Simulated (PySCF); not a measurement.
# Bond length, frequency and bond energy of BeS⁻ by level of theory

State: ²Σ⁺ (doublet), unpaired electrons σ ↑. Set-up: PySCF, spin-free X2C with a Gaussian nucleus, basis sets Be aug-cc-pVDZ-DK, S aug-cc-pVDZ-DK. De refers to Be + S⁻ in their high-spin ground configurations, without counterpoise correction. The functionals are run spin-unrestricted. A positive dipole points towards S; it is taken about the centre of mass and depends on that origin.

```csv
Level,Re (Å),ωe (cm⁻¹),De (eV),μ (D)
UHF,1.820,913,n/a,0.39
UHF-MP2,1.835,879,n/a,n/a
UHF-SCS-MP2,1.836,875,n/a,n/a
UHF-CCSD,1.833,881,n/a,n/a
UHF-CCSD(T),1.840,866,n/a,n/a
PBE,1.832,862,3.89,1.36
PW91,1.831,863,3.91,1.33
r²SCAN,1.826,881,4.00,1.12
PBE0,1.820,890,3.81,1.07
HSE06,1.821,888,3.80,1.06
MN15,1.806,908,3.72,0.92
M06-2X,1.815,900,3.68,0.99
```

What does a quarter of exact exchange do here, going from PBE to PBE0?

PBE0 less PBE: -1.2 pm in Re, +3.2 % in ωe, -0.08 eV in De. Exact exchange removes part of the self-interaction that spreads semilocal densities, and in most molecules shortens and stiffens the bond and lowers De; so it does here.

What does second-order correlation do here, going from UHF to UHF-MP2?

UHF-MP2 less UHF: +1.5 pm in Re, -3.7 % in ωe. Correlation nearly always deepens the well. The bond lengthens, as in strong covalent bonds, where excitations into antibonding orbitals dominate.

What does all correlation do here, going from UHF to UHF-CCSD(T)?

UHF-CCSD(T) less UHF: +2.0 pm in Re, -5.1 % in ωe. Correlation nearly always deepens the well. The bond lengthens, as in strong covalent bonds, where excitations into antibonding orbitals dominate.

Correlated steps freeze 5 core orbitals. For an ion De counts to the pair picked by the measured ionisation energies or electron affinities, which need not be the lowest pair at this level. The highest Kohn–Sham level is positive in this anion. Much of that is self-interaction error, but it also means that the finite basis helps to hold the extra electron. The state is the lowest determinant that a PBE0 search found; another state may lie lower at other levels.
